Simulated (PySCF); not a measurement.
Static response to an electric field

Compound: C2H12Ge3O.
Atom-mapped SMILES: `[CH3:1][O:2][CH2:3][GeH2:4][GeH2:5][GeH3:6]` (hydrogens: H7, H8, H9 on C1; H10, H11 on C3; H12, H13 on Ge4; H14, H15 on Ge5; H16, H17, H18 on Ge6)

Cartesian coordinates in Å at the PBE0-D3(BJ)/def2-SVP level; atoms count from 1:
```xyz
18
C2H12Ge3O angstrom
C     -1.7591   -1.6163   -0.1880
O     -1.0401   -0.4486    0.0770
C     -1.0422   -0.0765    1.4297
Ge     0.0644    1.5605    1.5918
Ge     1.2053    1.7108   -0.5375
Ge     1.9299   -0.5294   -1.1153
H     -1.6749   -1.8258   -1.2634
H     -1.3563   -2.4808    0.3758
H     -2.8296   -1.5040    0.0712
H     -2.0723    0.1168    1.7901
H     -0.6186   -0.8780    2.0672
H      1.0644    1.3934    2.7553
H     -0.8244    2.7833    1.8986
H      2.4030    2.6812   -0.4504
H      0.2422    2.2419   -1.6165
H      1.9449   -1.4173    0.1457
H      0.9786   -1.1573   -2.1498
H      3.3575   -0.5335   -1.7058
```

Level: wB97X-D/def2-SVPD (PySCF), static field, nuclei fixed, core orbitals frozen in the response. The polarisability tensor in these axes (au):

```
x   126.71   1.54 -14.07
y     1.54 135.79  10.76
z   -14.07  10.76 130.02
```

Problem. Diagonalise the tensor; give its mean and Δα, where Δα² is half the sum of the squared differences of the eigenvalues.

Solution. Principal values 111.20, 133.73 and 147.59 au; mean 130.84 au = 19.39 Å³ = 21.57 × 10⁻⁴⁰ C²·m²/J; Δα = 31.81 au (24 % of the mean).

Problem. What is the dipole moment, and where does it point?

Solution. (-1.37, -1.03, 0.79) D, 1.89 D in size, pointing from the negative to the positive side. Measured along this direction, the outermost atoms are H14 at the negative end and H9 at the positive end.

Problem. Estimate the molar refractivity from the static electronic polarisability.

Solution. Lorentz–Lorenz: R = (4π/3)N_A α = 2.5225 cm³/(mol·Å³) × 19.39 Å³ = 48.9 cm³/mol, in the limit of long wavelengths.

Problem. What depolarisation ratio follows for Rayleigh scattering of linearly polarised light, taking the static tensor?

Solution. ρ = 3Δα²/(45ᾱ² + 4Δα²) = 3035.0/(770367 + 4046.7) = 0.00392.

Problem. Give the eigenvalues of the traceless quadrupole moment Θ = ½Σq(3rr − r²1), origin at the centre of nuclear charge.

Solution. -4.51, -1.68, 6.18 D·Å. The values depend on the origin, since the dipole doesn't vanish. The electronic extent ⟨r²⟩ about the same centre is 2168 bohr², a root-mean-square distance of 2.18 Å for the 128 electrons.

Problem. Find the Langevin capture rate constant for H3O+ (19.018 u) meeting this molecule (273.852 u), k = 2.342 × 10⁻⁹ cm³/s × √(α in Å³ / reduced mass in u).

Solution. The reduced mass is 17.78 u, so k = 2.45 × 10⁻⁹ cm³/s. The formula leaves out the permanent dipole, which adds to the capture rate.

Problem. Directions of the eigenvectors, and the extent of the frame along each?

Solution. Largest value along (-0.43, 0.58, 0.70), where the nuclei span 6.21 Å; middle along (0.63, 0.74, -0.23), 6.52 Å; least along (0.65, -0.34, 0.68), 3.79 Å. The strongest response doesn't lie along the longest of the three spans.

Isolated species at its PBE0-D3(BJ)/def2-SVP geometry (one conformer only). The calculation is non-relativistic, for germanium too.
